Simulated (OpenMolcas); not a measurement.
## Setting up doublet [Si5H10]+ in OpenMolcas

[Si5H10]+ has 15 atoms, charge +1, and is taken as a doublet. SMILES of the parent species: `[SiH2]1[SiH2][SiH2][SiH2][SiH2]1`. The coordinates come from a PBE0-D4/def2-TZVP relaxation. This is one conformer, not always the lowest. That shape belongs to the parent species and isn't relaxed for this state.

```csv
atom,x (Å),y (Å),z (Å)
Si,-1.0841,1.4590,0.7077
Si,-0.0591,-0.2506,1.9352
Si,1.6853,-0.8474,0.4933
Si,0.6067,-0.9777,-1.5859
Si,-1.1322,0.6110,-1.4832
H,-0.1942,2.6547,0.7406
H,-2.4286,1.8530,1.2106
H,0.3852,0.1619,3.2945
H,-1.0009,-1.3991,2.0636
H,2.3951,-2.1005,0.8694
H,2.6714,0.2703,0.4617
H,0.0144,-2.3356,-1.7461
H,1.5300,-0.7297,-2.7271
H,-0.9524,1.6907,-2.4926
H,-2.4368,-0.0599,-1.7414
```

Settings wanted:

```
method                    : DFT
reference                 : UKS
relativity                : none
integral approximation    : none
symmetry                  : none
basis set                 : 6-31G*
task                      : energy
functional                : PBE
nucleus                   : point
integration grid          : UltraFine
SCF convergence threshold : 1e-10
d and f functions         : spherical
```

**Question.** Write the OpenMolcas 26.06 input and the command.

**Answer.** One that was run (others would do as well):

mol.input:
```
&GATEWAY
BasLib = $CurrDir
Coord
15
bohr
Si    -2.04857650     2.75720490     1.33728359
Si    -0.11166392    -0.47364096     3.65699800
Si     3.18477434    -1.60129723     0.93210741
Si     1.14642125    -1.84764192    -2.99693556
Si    -2.13956682     1.15467935    -2.80286069
H     -0.36694702     5.01658035     1.39956896
H     -4.58931328     3.50162471     2.28762686
H      0.72801699     0.30602225     6.22566492
H     -1.89144578    -2.64395362     3.89958214
H      4.52606414    -3.96938862     1.64292789
H      5.04828996     0.51077407     0.87244876
H      0.02730654    -4.41364434    -3.29961299
H      2.89131877    -1.37900874    -5.15352881
H     -1.79971847     3.19494106    -4.71042582
H     -4.60496021    -0.11327018    -3.29082577
Basis = 6-31Gs
Group = NoSym
&SEWARD
GridInput
Grid=UltraFine
End of Grid
&SCF
UHF
Charge = 1
Spin = 2
KSDFT = PBE
Thresholds = 1e-10 1e-07 1e-07 1e-05
PrOrbitals = 1
```

```bash
$ export MOLCAS_MEM=1860
$ pymolcas mol.input > mol.log
```

(Basis files named in the input come from the Basis Set Exchange and aren't shown.)

Calculated total energy: -1452.28608 Eh.
